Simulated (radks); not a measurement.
All-electron atom: In in [Kr] 4d10 5s2 5p1. All-electron calculation, non-relativistic Kohn-Sham, RPBE, spin-polarised, spherical densities, point nucleus; open shells are filled with parallel spins first (spin-orbit coupling, left out, can overturn this in heavy ions); relativity is left out, which matters for an element this heavy. Program: a radial shooting solver on a logarithmic mesh with Libxc functionals.

Normalised radial functions P(r) = r R(r), r in bohr:

r	4d down	5s up	5p up
0.001873	0.0000	0.0208	0.0004
0.002538	0.0000	0.0273	0.0007
0.003413	0.0000	0.0350	0.0013
0.004625	0.0001	0.0446	0.0022
0.006219	0.0003	0.0551	0.0039
0.008428	0.0006	0.0662	0.0068
0.01133	0.0015	0.0753	0.0114
0.01536	0.0035	0.0795	0.0190
0.02081	0.0079	0.0734	0.0304
0.02798	0.0172	0.0517	0.0458
0.03792	0.0367	0.0091	0.0650
0.05099	0.0732	-0.0493	0.0827
0.0691	0.1392	-0.1088	0.0899
0.0929	0.2390	-0.1322	0.0722
0.1259	0.3706	-0.0821	0.0175
0.1693	0.4867	0.0422	-0.0627
0.2294	0.5078	0.1736	-0.1287
0.3109	0.3288	0.1769	-0.1131
0.418	-0.0648	-0.0036	0.0057
0.5665	-0.5696	-0.2459	0.1626
0.7617	-0.9288	-0.2930	0.2160
1.032	-0.9808	-0.0355	0.0873
1.388	-0.7655	0.3503	-0.1579
1.881	-0.4562	0.6271	-0.4024
2.529	-0.2138	0.6615	-0.5401
3.427	-0.0722	0.4922	-0.5355
4.645	-0.0165	0.2535	-0.4003
6.245	-0.0024	0.0905	-0.2348
8.464	-0.0002	0.0200	-0.1035
11.38	0.0000	0.0024	-0.0302

4d down: eigenvalue -19.687 eV, 1 radial node at r = 0.401 bohr, <r> = 1.17 bohr, 90 % of the charge inside 1.83 bohr. 5s up: eigenvalue -7.825 eV, 4 radial nodes at r = 0.0399, 0.155, 0.416, 1.06 bohr, <r> = 2.74 bohr, 90 % of the charge inside 4.10 bohr. 5p up: eigenvalue -2.821 eV, 3 radial nodes at r = 0.135, 0.414, 1.16 bohr, <r> = 3.74 bohr, 90 % of the charge inside 5.84 bohr.
